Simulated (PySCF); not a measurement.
H₅BClNO₂Si, SMILES OB(N[SiH2]Cl)O, CAM-B3LYP/def2-SVP optimised geometry.

```
11

Si    -1.66    -0.29     0.00
Cl    -2.23    -1.21     1.77
N      0.07    -0.29     0.00
B      0.87     0.25    -1.05
O      2.23     0.20    -0.95
O      0.19     0.78    -2.11
H     -2.23    -1.08    -1.12
H     -2.23     1.08     0.00
H      0.56    -0.69     0.80
H      2.73     0.57    -1.68
H      0.71     1.15    -2.83
```

Density from CAM-B3LYP/def2-TZVP (PySCF) at that geometry.

Minimum of the electron density along straight lines between bonded atoms, close to the bond critical point (lines longer than 1.1 times the sum of covalent radii, or with two minima, are not listed):

| bond | length / Å | ρ at the minimum / e bohr⁻³ | ∇²ρ there / e bohr⁻⁵ | position (fraction from the first atom) |
|---|---|---|---|---|
| Si1–Cl2 | 2.076 | [?] | 0.20 | 0.36 |
| Si1–N3 | 1.731 | 0.134 | [?] | 0.40 |
| N3–B4 | 1.422 | 0.210 | 0.35 | 0.67 |
| B4–O5 | 1.367 | 0.208 | 0.85 | 0.33 |
| B4–O6 | 1.374 | 0.204 | 0.85 | 0.33 |
| Si1–H7 | 1.482 | 0.127 | 0.12 | 0.49 |
| Si1–H8 | 1.482 | 0.127 | 0.12 | 0.49 |
| N3–H9 | 1.014 | 0.329 | [?] | 0.74 |
| O5–H10 | 0.961 | 0.357 | -2.43 | 0.81 |
| O6–H11 | 0.961 | 0.358 | -2.44 | 0.81 |

### Question
Some entries are withheld; supply them.

### Answer

- Si1–Cl2, ρ at the minimum / e bohr⁻³: 0.096
- Si1–N3, ∇²ρ there / e bohr⁻⁵: 0.52
- N3–H9, ∇²ρ there / e bohr⁻⁵: -1.63
